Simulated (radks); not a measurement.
The numbers below are computed, except where a source is named.
Question: Ionisation of the tin ion Sn3+, [Kr] 4d10 5s1, to [Kr] 4d10 as the strength of local exchange is varied. Code: a radial shooting solver on a logarithmic mesh with Libxc functionals. Model: Dirac Kohn-Sham, Slater X-alpha exchange (alpha = 2/3 is LDA exchange), no correlation, spin-unpolarised, spherical densities, finite nucleus; Fermi nuclear charge, rms radius 4.6519 fm.

| alpha | E(Sn3+) (hartree) | exchange (hartree) | IE (eV) | -e of the level emptied (eV) | <r> of it (bohr) |
|---|---|---|---|---|---|
| 0.555 | -6141.12375 | -127.94538 | 38.913 | 33.793 (5s1/2) | 2.161 |
| 0.667 | -6166.99547 | -154.38552 | 40.261 | 35.142 (5s1/2) | 2.124 |
| 0.722 | -6179.73847 | -167.44558 | 40.929 | 35.812 (5s1/2) | 2.106 |
| 0.748 | -6185.77117 | -173.63685 | 41.245 | 36.131 (5s1/2) | 2.097 |
| 0.809 | -6199.94682 | -188.20639 | 41.992 | 36.882 (5s1/2) | 2.078 |
| 0.902 | -6221.61827 | -210.53732 | 43.138 | 38.039 (5s1/2) | 2.050 |
| 0.939 | -6230.26017 | -219.46137 | 43.597 | 38.503 (5s1/2) | 2.039 |
| ? | -6203.20461 | -191.55890 | 42.164 | 37.055 (5s1/2) | 2.074 |

Which alpha was used in the last row?

Answer: alpha = 0.823. NIST Atomic Spectra Database: 40.74 eV (measured). The Delta-SCF value meets it near alpha = 0.71. Spin polarisation and multiplet splitting are left out, so open shells lie too high by an amount that depends on their filling.

Beside tabulated values, note that spin-unpolarised runs miss the spin-polarisation part of the exchange energy of open shells.
